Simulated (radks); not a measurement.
Values are calculated unless marked as measured or tabulated.
Problem. Code: a radial shooting solver on a logarithmic mesh with Libxc functionals. Model: non-relativistic Kohn-Sham, LB94 model potential, spin-polarised, spherical densities, point nucleus; open shells are filled with parallel spins first (spin-orbit coupling, left out, can overturn this in heavy ions). Response by self-consistent Sternheimer equations with the Hartree and adiabatic LDA kernel. For heavy and open-shell atoms this level of theory can miss by tens of per cent. Rank Cd2+, Cd5+, Cd, Cd3+, Cd6+, Cd+, Cd4+ (NIST ground configurations) by static dipole polarisability, largest first.

Solution. Cd 39.77, Cd+ 20.40, Cd2+ 5.097, Cd3+ 3.591, Cd4+ 2.676, Cd5+ 2.075, Cd6+ 1.660 bohr^3.
